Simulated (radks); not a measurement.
Xe V, 50 electrons, occupied as [Kr] 4d10 5s2 5p1.75 5d0.25 (fractional occupations, a model configuration).

Method: scalar-relativistic Kohn-Sham, LDA (Slater exchange, Perdew-Wang correlation), spin-unpolarised, spherical densities, finite nucleus; Fermi nuclear charge, rms radius 4.7859 fm; computed with a radial shooting solver on a logarithmic mesh with Libxc functionals.

Energy parts (hartree):
total: -7436.91524
kinetic: 7818.44801
electron-nucleus: -17918.29367
Hartree: 2841.96157
exchange-correlation: -179.03115

Orbitals (lengths in bohr, moments of r in powers of bohr):
orbital  occ.  eigenvalue (hartree)      <r^4>
1s          2             -1263.509  2.441e-06
2s          2             -198.1838  0.0004133
2p          6             -178.1220  0.0002990
3s          2             -41.92679    0.01758
3p          6             -35.44474    0.01840
3d         10             -25.80113    0.01586
4s          2              -8.98872     0.4924
4p          6              -6.92949     0.6673
4d         10              -3.92124      1.292
5s          2              -2.30035      15.02
5p       1.75              -1.78432      25.22
5d       0.25              -1.10354      74.35

The highest occupied level is 5d at -30.029 eV. The density falls to 0.001 e/bohr^3 at r = 3.50 bohr.
